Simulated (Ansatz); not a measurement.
C3H2F4 (`F/C=C(\F)C(F)F`), 9 atoms. The species carries charge 0 and has multiplicity 1. All runs use 4 threads of an Arm Neoverse V1 on a shared host. Correlated methods freeze the cores.

(1) How many basis functions does each run have, and how long does it take in Ansatz? RHF-CCSD(T)/def2-SVP energy; RKS PBE0-D4/def2-TZVP frequencies; RKS B2PLYP (frozen core)/def2-TZVPP energy; RKS PBE0-D4/def2-SVP energy; RKS PBE0-D4/def2-TZVP relaxation (8 steps); direct RPA on PBE orbitals/def2-TZVPP energy; RKS ωB97M-V/def2-SVP energy; RKS BLYP-D4/def2-TZVPP energy; RHF-CCSD(T)/def2-TZVPP energy; RKS ωB97M-V/def2-QZVPP energy; RKS ωB97X-V/def2-TZVPP energy; RHF-MP2/def2-QZVPP energy. (Estimate.)

## Answers

(1) The calculation gave: Other jobs shared the machine, so times are rough.

```tsv
level	job	functions	wall time	peak host memory (GiB)
RKS PBE0-D4/def2-SVP	energy	108	1 s	0.49
RKS BLYP-D4/def2-TZVPP	energy	245	2.1 s	0.29
RKS ωB97M-V/def2-SVP	energy	108	3.5 s	0.49
RKS B2PLYP (frozen core)/def2-TZVPP	energy	245	5.5 s	0.67
direct RPA on PBE orbitals/def2-TZVPP	energy	245	6 s	0.62
RKS ωB97X-V/def2-TZVPP	energy	245	7 s	0.7
RHF-CCSD(T)/def2-SVP	energy	108	11 s	0.62
RKS ωB97M-V/def2-QZVPP	energy	459	17 s	1.8
RHF-MP2/def2-QZVPP	energy	459	23 s	2.7
RKS PBE0-D4/def2-TZVP	relaxation (8 steps)	229	31 s	0.59
RKS PBE0-D4/def2-TZVP	frequencies	229	2.4 min	0.59
RHF-CCSD(T)/def2-TZVPP	energy	245	5.1 min	6
```
